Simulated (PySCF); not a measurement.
Excitations are Tamm–Dancoff values on a coarser integration grid. The basis has no diffuse functions, so Rydberg states are missing or too high.

Cartesian coordinates (Å):
SMILES: [SiH2]1[SiH2][SiH2][SiH2][SnH2][SiH2]1
```xyz
18

Si    -2.1810     0.0084    -0.3958
Si    -1.1509     1.8873     0.5673
Si     1.0136     2.1007    -0.3082
Sn     2.3599    -0.0046     0.3025
Si     1.0369    -2.0388    -0.5516
Si    -1.1255    -1.9531     0.3507
H     -2.0565     0.0930    -1.8865
H     -3.6368    -0.0209    -0.0448
H     -1.0602     1.6809     2.0483
H     -1.9619     3.1200     0.3092
H      0.9205     2.1981    -1.7998
H      1.6837     3.3370     0.2063
H      3.9339     0.0451    -0.3794
H      2.5154    -0.1050     2.0090
H      1.7232    -3.3196    -0.1896
H      0.9382    -1.9589    -2.0440
H     -1.0288    -1.9103     1.8450
H     -1.9235    -3.1593    -0.0385
```
Charge 0, multiplicity 1.

### Question
Predict the T1 excitation (TDA), total energy, S1–T1 gap (TDA), LUMO and S1 oscillator strength from PySCF with ωB97X-D3(BJ)/def2-TZVP // PBE0-D3(BJ)/def2-SVP.

### Answer

The T1 excitation (TDA) is 5.56 eV and the total energy comes out as -1669.2859 Ha. The S1–T1 gap (TDA) is 0.51 eV, the LUMO comes out as 1.08 eV and the S1 oscillator strength is 0.030.
